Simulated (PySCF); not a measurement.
Computed IR spectrum (relative IR intensity) of a molecule C2H6F2Si. Geometry: PBE-D3(BJ)/def2-SVP. The values are those of a single conformer. All values below come from PySCF with PBE-D3(BJ)/def2-SVP. Frequencies are harmonic and unscaled.

Lines under 2 % of the strongest are left out, and lines within 2 cm⁻¹ are merged.

ν (cm⁻¹): 245 (w), 313 (w), 593 (w), 644 (w), 687 (w), 743 (m), 761 (w), 819 (w), 854 (vs), 919 (vs), 1047 (m), 1223 (m), 1382 (vw), 1395 (vw), 2187 (s), 2927 (w), 2982 (w) (against the strongest line: vs over 80 %, s over 45 %, m over 15 %, w over 4 %, vw less)

Identify the compound among the candidates.
A. CC[SiH](F)F
B. C[Si](C)(F)F
C. C[Si@H](F)CF
D. CC(F)(F)[SiH3]

C, C[Si@H](F)CF
